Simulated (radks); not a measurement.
Tb I, 65 electrons, occupied as [Xe] 4f9 6s2.

Method: Dirac Kohn-Sham, Slater X-alpha with alpha = 0.89, spin-unpolarised, spherical densities, point nucleus; open shells fill j = l - 1/2 first; computed with a radial shooting solver on a logarithmic mesh with Libxc functionals.

Energy parts (hartree):
| part | energy |
|---|---|
| total | -11786.3575 |
| kinetic | 12894.8428 |
| electron-nucleus | -28973.3377 |
| Hartree | 4618.7765 |
| exchange | -326.6390 |

Orbitals (lengths in bohr, moments of r in powers of bohr; r(max) is where P^2 peaks):
\begin{tabular}{lrrrrr}
orbital & occ. & eigenvalue (hartree) & r(max) & <1/r> & <r^2> \\ \hline
1s1/2 & 2 & -1909.709 & 0.01363 & 73.16 & 0.0006305 \\
2s1/2 & 2 & -317.5414 & 0.07754 & 17.52 & 0.009789 \\
2p1/2 & 2 & -302.2223 & 0.05843 & 17.50 & 0.007083 \\
2p3/2 & 4 & -274.5566 & 0.06435 & 15.39 & 0.008309 \\
3s1/2 & 2 & -70.68704 & 0.2193 & 6.402 & 0.06495 \\
3p1/2 & 2 & -63.95067 & 0.2065 & 6.323 & 0.06027 \\
3p3/2 & 4 & -58.21511 & 0.2189 & 5.786 & 0.06723 \\
3d3/2 & 4 & -46.52395 & 0.1733 & 5.671 & 0.05331 \\
3d5/2 & 6 & -45.26471 & 0.1769 & 5.537 & 0.05525 \\
4s1/2 & 2 & -14.08118 & 0.5030 & 2.679 & 0.3282 \\
4p1/2 & 2 & -11.42072 & 0.5061 & 2.574 & 0.3439 \\
4p3/2 & 4 & -10.13785 & 0.5328 & 2.389 & 0.3824 \\
4d3/2 & 4 & -5.72773 & 0.5381 & 2.172 & 0.4356 \\
4d5/2 & 6 & -5.49412 & 0.5468 & 2.126 & 0.4509 \\
5s1/2 & 2 & -1.82399 & 1.173 & 1.016 & 1.944 \\
5p1/2 & 2 & -1.09810 & 1.279 & 0.8928 & 2.491 \\
5p3/2 & 4 & -0.92995 & 1.360 & 0.8260 & 2.854 \\
4f5/2 & 6 & -0.25226 & 0.5443 & 1.569 & 0.9731 \\
4f7/2 & 3 & -0.22103 & 0.5494 & 1.546 & 1.018 \\
6s1/2 & 2 & -0.14849 & 3.368 & 0.3164 & 18.01 \\
\end{tabular}

The highest occupied level is 6s1/2 at -4.041 eV. Summed over all electrons, <r^2> = 73.64 bohr^2, which gives a Langevin (diamagnetic) susceptibility term of -58.3 x 10^-6 cm^3/mol.
